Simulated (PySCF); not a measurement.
How the method changes the constants of MgSb⁺

State: ³Σ⁻ (triplet), unpaired electrons π ↑↑. Set-up: basis Mg x2c-SVPall, Sb x2c-SVPall; spin-free X2C with a Gaussian nucleus; PySCF 2.14. De refers to Mg⁺ + Sb in their high-spin ground configurations, without counterpoise correction. The functionals are run spin-unrestricted. A positive dipole points towards Sb; it is taken about the centre of mass and depends on that origin.

| Level | Re (Å) | ωe (cm⁻¹) | De (eV) | μ (D) |
| --- | --- | --- | --- | --- |
| ROHF | 2.786 | 247 | 0.346 | -10.08 |
| ROHF-MP2 | 2.772 | 259 | 1.10 | n/a |
| ROHF-SCS-MP2 | 2.794 | 247 | 1.15 | n/a |
| ROHF-CCSD | 2.833 | 227 | 1.28 | n/a |
| ROHF-CCSD(T) | 2.837 | 226 | 1.36 | n/a |
| PBE | 2.777 | 241 | 1.89 | -8.52 |
| BP86 | 2.777 | 240 | 1.85 | -8.60 |
| r²SCAN | 2.761 | 247 | 1.61 | -9.18 |
| TPSSh | 2.767 | 245 | 1.75 | -9.12 |
| PBE0 | 2.764 | 245 | 1.67 | -8.97 |
| B2PLYP | 2.767 | 250 | 1.57 | -8.92 |

The bond length runs from 2.761 Å (r²SCAN) to 2.837 Å (ROHF-CCSD(T)). De spans 0.35 eV (ROHF, mean field) to 1.89 eV (PBE, GGA). Correlation at CCSD(T) changes the Hartree–Fock bond energy by +1.01 eV; the triples alone change it by +0.08 eV.

Correlated steps freeze 19 core orbitals. Correlated levels converge slowly with the basis: in double zeta they bind strong bonds too weakly, by up to about 1 eV, and carry superposition errors of some tenths. These are scalar-relativistic numbers at best; spin–orbit coupling would shift them, the dissociation energy most. For an ion De counts to the pair picked by the measured ionisation energies or electron affinities, which need not be the lowest pair at this level. B2PLYP dipoles, levels and charges come from its SCF part alone. UHF is strongly spin-contaminated for MgSb⁺, so the ROHF reference used there is far from stable. The state is the lowest determinant that a PBE0 search found; another state may lie lower at other levels.

The whole job (state search and all levels along the bond) took about 2.7 min on 1 thread of Arm Neoverse V2 (shared host), peak memory 0.61 GiB.
